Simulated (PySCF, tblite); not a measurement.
Compound: C5H11FOSi2.
Geometry (GFN2-xTB, Å), atoms numbered from 1 in this order:
```xyz
20
C5H11FOSi2 angstrom
O      1.002    1.042    2.037
C      1.731   -0.069    1.576
C      1.612   -0.262    0.056
C      0.181   -0.501   -0.298
C     -0.684    0.410   -0.783
C     -0.377    1.822   -1.148
F     -1.517    2.463   -1.588
Si    -2.361   -0.489   -0.916
Si    -0.868   -2.080   -0.072
H      0.085    0.936    1.755
H      1.391   -0.985    2.082
H      2.769    0.123    1.856
H      2.002    0.627   -0.447
H      2.220   -1.123   -0.228
H     -0.003    2.406   -0.298
H      0.347    1.882   -1.972
H     -3.389    0.123   -0.067
H     -2.888   -0.559   -2.281
H     -0.347   -3.201   -0.864
H     -0.908   -2.555    1.319
```

The calculation used PBE0/pcSseg-1 in PySCF (dipole) on a GFN2-xTB geometry, gas phase.

Take the most abundant isotopes and a rigid rotor. The values belong to one conformer with, in the numbering `[OH:1][CH2:2][CH2:3][C:4]1=[C:5]([CH2:6][F:7])[SiH2:8][SiH2:9]1`, H–O1–C2–C3 56°, O1–C2–C3–C4 -61°, C2–C3–C4–C5 100°, C4–C5–C6–F7 -179°.

(1) What are A, B and C (MHz)?

(2) Classify the top.

(3) What does the inertial defect say?

(4) Where do the levels up to J = 5 lie, in MHz?

(5) Predict some low-J microwave lines.

(6) Estimate the classical rotational partition function at 10 K, 50 K and 200 K.

## Answers

(1) Ia = 404.76, Ib = 521.20, Ic = 802.03 u·Å²; 505379 MHz·u·Å²/I gives A = 1249, B = 969.6, C = 630.1 MHz.

(2) An asymmetric top. Ray's parameter κ = (2B − A − C)/(A − C) = 0.098; −1 is the prolate and +1 the oblate limit.

(3) Not planar: Δ = Ic − Ia − Ib = -123.93 u·Å². For a rigid frame Δ = −2 Σ m c², so Σ m c² = 61.97 u·Å² lies off the ab plane: 16.07 from hydrogen and 45.90 from heavier atoms. The atom farthest from that plane is 1.82 Å away.

(4) Above 0(0,0):
J = 1: 1(0,1) 1600, 1(1,1) 1879, 1(1,0) 2218
J = 2: 2(0,2) 4624, 2(1,2) 4739, 2(1,1) 5757, 2(2,1) 6594, 2(2,0) 6770
J = 3: 3(0,3) 8904, 3(1,3) 8937, 3(1,2) 10908, 3(2,2) 11393, 3(2,1) 12088, 3(3,1) 13729, 3(3,0) 13795
J = 4: 4(0,4) 14418, 4(1,4) 14425, 4(1,3) 17444, 4(2,3) 17647, 4(2,2) 19206, 4(3,2) 20360, 4(3,1) 20736, 4(4,1) 23323, 4(4,0) 23344
J = 5: 5(0,5) 21181, 5(1,5) 21183, 5(1,4) 25201, 5(2,4) 25265, 5(2,3) 27920, 5(3,3) 28566, 5(3,2) 29634, 5(4,2) 31703, 5(4,1) 31863, 5(5,1) 35400, 5(5,0) 35405

(5) The dipole components are |μa| = 0.89 D, |μb| = 1.58 D, |μc| = 1.28 D. The squared components, which scale the intensities, stand as 0.32 : 1.00 : 0.65 (a : b : c). Some lines, for components of 0.1 D or more:

| type | branch | J(Ka,Kc) | MHz | lower level (cm⁻¹) |
| --- | --- | --- | --- | --- |
| c | Q | 3(2,2) ← 3(1,2) | 486 | 0.364 |
| c | Q | 2(2,1) ← 2(1,1) | 837 | 0.192 |
| b | Q | 2(2,0) ← 2(1,1) | 1012 | 0.192 |
| b | Q | 2(1,1) ← 2(0,2) | 1133 | 0.154 |
| b | Q | 3(2,1) ← 3(1,2) | 1181 | 0.364 |
| b | Q | 3(3,0) ← 3(2,1) | 1707 | 0.403 |
| b | Q | 2(2,1) ← 2(1,2) | 1855 | 0.158 |
| b | R | 1(1,1) ← 0(0,0) | 1879 | 0.000 |
| b | Q | 3(3,1) ← 3(2,2) | 2336 | 0.380 |
| a | R | 2(1,2) ← 1(1,1) | 2860 | 0.063 |
| a | R | 2(0,2) ← 1(0,1) | 3024 | 0.053 |
| c | R | 2(1,1) ← 1(0,1) | 4158 | 0.053 |
| a | R | 3(1,3) ← 2(1,2) | 4198 | 0.158 |
| b | R | 3(1,3) ← 2(0,2) | 4313 | 0.154 |
| c | R | 2(2,0) ← 1(1,0) | 4551 | 0.074 |
| c | R | 2(2,1) ← 1(1,1) | 4715 | 0.063 |
| a | R | 3(2,1) ← 2(2,0) | 5318 | 0.226 |
| b | R | 3(2,2) ← 2(1,1) | 5636 | 0.192 |
| c | R | 3(2,1) ← 2(1,1) | 6331 | 0.192 |
| c | R | 3(2,2) ← 2(1,2) | 6655 | 0.158 |
| b | R | 3(3,1) ← 2(2,0) | 6959 | 0.226 |
| c | R | 3(3,1) ← 2(2,1) | 7135 | 0.220 |
| b | R | 3(3,0) ← 2(2,1) | 7201 | 0.220 |

(6) Point group C1, symmetry number σ = 1; q = (√π/σ)·√((kT/h)³/(ABC)), k/h = 20836.6 MHz/K: 6100 at 10 K, 68200 at 50 K, 546000 at 200 K.

Its GFN2-xTB frequencies are all real (lowest 34 cm⁻¹). These are rigid-rotor constants of the computed structure; measured ground-state constants (B0) also hold zero-point vibration.

Time: 84 s wall; peak memory 1.0 GiB. Hardware: Arm Neoverse N1, one thread (shared host). This is the PBE0/pcSseg-1 job that gave the dipole, with the shieldings it also computed.
